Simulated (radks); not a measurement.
Values are calculated unless marked as measured or tabulated.
Problem. Successive ionisation energies (eV) of one element, from differences of total energies of ions in their ground configurations, starting at charge 0: 9.827, 19.256, 29.900, 52.059, 64.784, 221.71, 267.46, 316.01, 367.20, 420.82, 476.53, 558.25, 605.13, 2817.7, 3023.6. Code: a radial shooting solver on a logarithmic mesh with Libxc functionals. Model: non-relativistic Kohn-Sham, LDA (Slater exchange, Perdew-Wang correlation), spin-unpolarised, spherical densities, point nucleus. Which element is it?

Solution. Phosphorus (Z = 15). The first species listed is P in [Ne] 3s2 3p3, the last P14+ in 1s1.
